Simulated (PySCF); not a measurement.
A structure optimised at B3LYP-D3(BJ)/def2-TZVP, used in a PySCF frequency run:

```xyz
3

Bi     0.0000     0.0000     0.4614
Cl     0.0000     1.8746    -1.1263
Cl     0.0000    -1.8746    -1.1263
```
Charge 0, spin multiplicity 2.

### Question
Write its SMILES, formula and point group.

### Answer
[Cl][Bi][Cl], BiCl₂, C2v

### Question
What are its rotational constants (standard atomic weights)?

### Answer
3.7874, 2.0284, 1.3209 GHz
